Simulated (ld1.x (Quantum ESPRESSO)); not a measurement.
# vanadium, RRKJ: configuration errors across variants

vanadium, norm-conserving RRKJ (Kleinman–Bylander form), made with ld1.x (Quantum ESPRESSO) 7.5 (PBE, scalar-relativistic). Core [Ne], reference 3s2 3p6 3d3 4s1 4p0 (charge +1). Waves: 3s (bound): rc 1.10 bohr; 3p (bound): rc 1.60 bohr; 3d (bound): rc 2.40 bohr; 4f channel at 0.3 Ry: rc 1.95 bohr. Local part: all-electron potential smoothed inside 0.95 bohr (lloc = -2). Core correction: none. rho0 = 0.005.

Occupied shells without a wave of their own: 4s. They enter only through the test configuration that unscreens the potential.

All-electron excitation energies from the reference (eV): (1) 3s2 3p6 3d3 4s2 4p0 -7.735; (2) 3s2 3p6 3d3 4s0 4p0 14.296; (3) 3s2 3p6 3d2 4s0 4p0 43.194; (4) 3s2 3p6 3d3 4s1 4p1 -4.387; (5) 3s2 3p6 3d4 4s0 4p0 -0.538; (6) 3s1 3p6 3d3 4s2 4p0 69.695; (7) 3s2 3p6 3d3 4s0 4p1 4.105.

For the base: The 4s level has no wave, so the channel is fitted at the deeper level alone: the likely source of the large errors.

Tests that are not counted but printed errors over 1 eV. “local potential all-electron potential smoothed inside 2.78 bohr (lloc = -2)”: 3s1 3p6 3d3 4s2 4p0 (solver errors, printed error -1444 eV); 3s2 3p6 3d3 4s0 4p1 (solver errors, printed error -1296 eV); 2 more.

2 further variants failed, have other tests or another functional or relativity, and are left out.

The file “local potential all-electron potential smoothed inside 2.78 bohr (lloc = -2)” misses its own reference levels by 1.6 eV. The file “type TM; local potential all-electron potential smoothed inside 2.40 bohr (lloc = -1); rho0 0” misses its own reference levels by 0.5 eV.

Errors AE − PS in meV (a dash: test not solved or not reliable):

| change | (1) | (2) | (3) | (4) | (5) | (6) | (7) | bound ghosts |
| --- | --- | --- | --- | --- | --- | --- | --- | --- |
| base | +29 | -62 | +193 | +3.5 | +114 | -375 | -38 | none |
| wave 3s (bound): rc 1.10 bohr becomes 3s (bound): rc 1.40 bohr | 0.0 | -12 | +270 | +2.9 | +143 | -415 | +1.9 | none |
| local potential all-electron potential smoothed inside 2.78 bohr (lloc = -2) | -1210 | – | – | -450 | +1361 | – | – | none |
| type TM; local potential all-electron potential smoothed inside 2.40 bohr (lloc = -1); rho0 0 | -357 | +592 | +970 | -168 | +430 | -1007 | +208 | none |
| local potential the p channel | +47 | -93 | +148 | +17 | +97 | -335 | -40 | none |

Problem. Give the same row for: all radii scaled by about 0.75 (s 0.82, p 1.20, d 1.80, f 1.46 bohr); local potential all-electron potential smoothed inside 0.72 bohr (lloc = -2).

Solution. +63, -107, -103, +10, -33, -38, -71; bound ghosts: none.
